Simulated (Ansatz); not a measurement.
`C=C[Si](N)(N)Cl`, charge 0, multiplicity 1.

(1) Give a relaxed structure at PBE0-D4/def2-TZVP (the Gaussian-basis code of Ansatz). (An estimate is asked.)

Results:

(1) The calculation gave: 
Z-matrix (Å, degrees):
```
Si
C 1 1.854
N 1 1.700 2 107.5
N 1 1.704 2 118.3 3 121.7
Cl 1 2.079 2 105.3 3 -123.9
C 2 1.331 1 123.7 3 -20.5
H 2 1.089 1 118.0 3 160.6
H 3 1.007 1 118.8 2 170.7
H 3 1.007 1 120.5 2 -44.9
H 4 1.006 1 120.2 2 90.3
H 4 1.007 1 120.5 2 -58.3
H 6 1.086 2 121.6 1 0.8
H 6 1.087 2 122.2 1 -178.9
```
This is one stationary point; other conformers may exist.
